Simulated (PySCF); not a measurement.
**Manganese: a sound run and one with changed settings**

Sound run: Mn [Ar] 3d5 4s2, Mn⁺ [Ar] 3d5 4s1. All numbers are calculated (PySCF 2.14, the spin-free X2C one-electron Hamiltonian (Gaussian nucleus), in jorge-DZP-DKH (8s6p2d1f, 43 functions)). In the sound run the correlated levels freeze [Ar]. The sound run starts from symmetry-adapted Hartree-Fock orbitals and uses a fine grid where one is needed.

A second run was set up differently.

```csv
species,method,sound run (hartree),changed run (hartree),converged
Mn,UHF,-1157.14179,-1156.91747,no
Mn,M06-2X,-1158.31181,-1158.26663,no
Mn,MN15,-1158.94336,-1158.76915,no
Mn⁺,UHF,-1156.92310,-1156.92310,yes
Mn⁺,M06-2X,-1158.01896,-1158.01896,yes
Mn⁺,MN15,-1158.68248,-1158.68248,yes
Mn⁺,MP2,-1156.95863,-1156.95178,yes
```

**Question.** What was changed?
A. basis contracted for another Hamiltonian
B. radial grid too coarse
C. too few SCF iterations
D. level shift left on

**Answer.** D. It used initial guess atom, at most 50 SCF cycles, level shift 0.5 hartree. A level shift leaves the converged SCF energy unchanged but raises the virtual orbital energies, which shrinks MP2 if it is not removed.
